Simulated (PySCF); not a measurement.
# Continuum solvent and chemical shifts

Cartesian coordinates in Å; atom numbers follow the order of the lines, from 1:
```xyz
24

C    -2.929    0.386   -0.061
C    -1.466    0.103   -0.368
C    -0.593    1.342   -0.173
C     0.877    1.065   -0.460
C     1.422   -0.094    0.375
C     2.884   -0.376    0.067
C     0.549   -1.333    0.179
C    -0.921   -1.056    0.466
H    -3.057    0.684    0.993
H    -3.322    1.202   -0.687
H    -3.556   -0.503   -0.233
H    -1.388   -0.191   -1.433
H    -0.704    1.690    0.872
H    -0.960    2.165   -0.810
H     1.479    1.972   -0.283
H     1.001    0.818   -1.531
H     1.343    0.201    1.439
H     3.013   -0.675   -0.987
H     3.511    0.513    0.238
H     3.278   -1.192    0.694
H     0.659   -1.681   -0.866
H     0.915   -2.155    0.816
H    -1.045   -0.808    1.537
H    -1.524   -1.963    0.289
```

GIAO PBE0/pcSseg-1 in PySCF on one PBE0-D3(BJ)/def2-SVP conformer, non-relativistic, equivalent nuclei averaged. Solvents enter as an IEF-PCM continuum (chloroform with ε = 4.7, acetone with ε = 20.5) around the gas-phase geometry. Shifts are referred to TMS computed in the same medium.

Gas phase, δ in ppm: C3/C4/C7/C8 37.1, C2/C5 34.0, C1/C6 24.4, H14/H15/H22/H24 1.52, H12/H17 0.96, H9/H10/H11/H18/H19/H20 0.90, H13/H16/H21/H23 0.78. Dipole moment 0.00 D.

Problem. How does each δ change in the continuum?

Solution. 
| atoms | environment | Δδ, chloroform | Δδ, acetone |
| --- | --- | --- | --- |
| C3/C4/C7/C8 | sp3 CH2 in a ring | +0.5 | +0.6 |
| C2/C5 | sp3 CH in a ring | +0.6 | +0.8 |
| C1/C6 | methyl carbon | +0.2 | +0.2 |
| H14/H15/H22/H24 | hydrogen on an sp3 CH2 in a ring | -0.01 | -0.01 |
| H12/H17 | hydrogen on an sp3 CH in a ring | +0.01 | +0.02 |
| H9/H10/H11/H18/H19/H20 | hydrogen on a methyl carbon | -0.01 | -0.02 |
| H13/H16/H21/H23 | hydrogen on an sp3 CH2 in a ring | 0.00 | 0.00 |

Changes are relative to the gas phase.

Problem. Which of the listed nuclei move most (in ppm), and what does the model miss?

Solution. C2/C5 (sp3 CH in a ring, +0.8 ppm) in acetone. A continuum only polarises the solute; specific hydrogen bonds, the anisotropy of aromatic solvents and changes of geometry or conformer are outside it.
